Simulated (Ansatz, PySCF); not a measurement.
This Ansatz (an electronic-structure program) input computes a BLYP/def2-TZVPD energy:

Ansatz 0.2 input:
```yaml
crystal:
  periodic: [false, false, false]
  atoms:
    - {symbol: Ge, position_ang: [-0.00000000, -0.00000000, -1.22905116]}
    - {symbol: Br, position_ang: [0.00000000, 0.00000000, 1.12370392]}
basis:
  gaussian:
    orbitals: def2-TZVPD
hamiltonian:
  xc: {name: BLYP}
magnetization: {spin_polarized: true, initial_magnetization: 1}
output: {forces: true}
```

**Question.** Write an input for the same energy in PySCF and say what it gives.

**Answer.** 
```python
from pyscf import gto, scf, dft

mol = gto.M(
    atom='''
    Ge   -0.00000000   -0.00000000   -1.22905116
    Br    0.00000000    0.00000000    1.12370392
    ''',
    basis='def2-tzvpd',
    charge=0,
    spin=1,
    symmetry='C2v',
    verbose=4,
)

mf = dft.UKS(mol, xc='blyp').density_fit(auxbasis='def2-universal-jkfit')
mf.grids.level = 3
mf.conv_tol = 1e-9
mf.max_cycle = 100
mf.max_memory = 1500
mf.kernel()
if not mf.converged:
    mf = mf.newton()
    mf.kernel(mf.make_rdm1())
mf.analyze()
```
It gives -4651.25783 Eh, and Ansatz -4651.25779 Eh, a difference of 0.04 mEh, from the treatment of integrals and grids.
